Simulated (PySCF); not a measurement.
## PySCF run on Cl⁺

File input.py (PySCF 2.14):

```python
from pyscf import gto, scf, cc

mol = gto.M(
    atom='Cl 0 0 0',
    basis='jorge-dzp-dkh',
    charge=1,
    spin=2,
    verbose=3,
)
mf = scf.UHF(mol)
mf = mf.sfx2c1e()
mf.kernel()
mycc = cc.CCSD(mf, frozen=5)
mycc.kernel()
mycc.ccsd_t()
mf.dip_moment()
print('orbital energies (hartree):', [e[max(0, n-3):n+3].round(4) for e, n in zip(mf.mo_energy, mol.nelec)])
```

```bash
$ python input.py
```

The log (some set-up lines and the per-cycle HOMO/LUMO lines with their warnings removed):

```
converged SCF energy = -460.451554815025  <S^2> = 2.0066828  2S+1 = 3.0044519
E(UCCSD) = -460.5633655134266  E_corr = -0.1118106984014081
UCCSD(T) correction = -0.00118272128854043
Dipole moment(X, Y, Z, Debye):  0.00000, -0.00000, -0.00000
orbital energies (hartree): [array([-0.995 , -0.995 , -0.915 ,  0.19  ,  0.19  ,  0.2237]), array([-8.5118, -1.3525, -0.8631, -0.3952, -0.3952,  0.236 ])]
```

In short: E(SCF) = -460.451555 Eh, E(CCSD) − E(SCF) = -0.11181 Eh, (T) = -0.00118 Eh, ⟨S²⟩ = 2.007.

Wall time 1.2 s on one thread of a shared host.

No search for the lowest solution was made.
